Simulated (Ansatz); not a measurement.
C2H7Si2 (`[SiH2]/C=C/[SiH3]`) radical at its PBE0-D4/def2-TZVP geometry, where that method's forces vanish. Total charge 0; spin multiplicity 2.

```json
{"atom": "Si1", "x (Å)": "1.621", "y (Å)": "-1.926", "z (Å)": "0.280"}
{"atom": "C2", "x (Å)": "0.336", "y (Å)": "-0.633", "z (Å)": "0.498"}
{"atom": "C3", "x (Å)": "0.073", "y (Å)": "0.335", "z (Å)": "-0.401"}
{"atom": "Si4", "x (Å)": "-1.183", "y (Å)": "1.680", "z (Å)": "-0.126"}
{"atom": "H5", "x (Å)": "2.023", "y (Å)": "-2.094", "z (Å)": "-1.141"}
{"atom": "H6", "x (Å)": "1.295", "y (Å)": "-3.216", "z (Å)": "0.941"}
{"atom": "H7", "x (Å)": "-0.202", "y (Å)": "-0.618", "z (Å)": "1.447"}
{"atom": "H8", "x (Å)": "0.620", "y (Å)": "0.325", "z (Å)": "-1.345"}
{"atom": "H9", "x (Å)": "-1.805", "y (Å)": "1.488", "z (Å)": "1.210"}
{"atom": "H10", "x (Å)": "-0.542", "y (Å)": "3.022", "z (Å)": "-0.187"}
{"atom": "H11", "x (Å)": "-2.237", "y (Å)": "1.639", "z (Å)": "-1.176"}
```

(1) For each bond, give half the difference of the two atoms' forces along it (eV/Å; positive pushes the atoms apart) under PBE-D4, r2SCAN-D4, B3LYP-D4, ωB97M-V in def2-TZVPP. (Best estimate.)

## Answers

(1) Computed: 
```
   bond  length (Å)  PBE-D4  r2SCAN-D4  B3LYP-D4  ωB97M-V
 Si1–C2       1.836   -0.17      -0.16      0.04     0.17
 Si1–H5       1.487    0.11      -0.01     -0.06    -0.13
 Si1–H6       1.486    0.09      -0.03     -0.07    -0.13
  C2–C3       1.347    0.42       0.35      0.11    -0.10
  C2–H7       1.091    0.06      -0.05     -0.08    -0.06
 C3–Si4       1.860   -0.16      -0.11      0.06     0.16
  C3–H8       1.091    0.06      -0.05     -0.08    -0.04
 Si4–H9       1.487    0.09      -0.02     -0.06    -0.11
Si4–H10       1.489    0.09      -0.01     -0.07    -0.13
Si4–H11       1.488    0.08      -0.02     -0.07    -0.13
```

B3LYP here is the variant with VWN-RPA as its local correlation; programs differ in this.
